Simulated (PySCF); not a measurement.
Sn³⁷⁺: ionisation energy

Sn³⁷⁺ [Ne] 3s2 3p1 [3p1/2^1, M_J = 1/2] → Sn³⁸⁺ [Ne] 3s2, as a difference of total energies. Computed with PySCF 2.14 in an uncontracted even-tempered set (18 s from 7.3 bohr⁻², ratio 2.4; 14 p from 9.5 bohr⁻², ratio 2.4; 4 d from 33 bohr⁻², ratio 2.6; 4 f from 49 bohr⁻², ratio 2.6), with the two-component X2C-1e Hamiltonian. Correlated levels: 1s2 frozen; the 54 highest virtual spinors dropped. "Screened" scales the spin-orbit matrix elements by Boettger's factors to mimic the two-electron term; Breit and QED terms are absent.

```json
{"method": "GHF (spin-free)", "ionisation energy (eV)": "2483.9"}
{"method": "GMP2 (spin-free)", "ionisation energy (eV)": "2484.3"}
{"method": "GHF (screened spin-orbit)", "ionisation energy (eV)": "2524.5"}
{"method": "GMP2 (screened spin-orbit)", "ionisation energy (eV)": "2524.8"}
```

Breit and QED terms and the two-electron picture change are absent.

The spin-free rows lack the spin-orbit shift.

For comparison: 2499 ± 11 eV (semi-empirical (NIST evaluation); NIST Atomic Spectra Database, ionization energies).
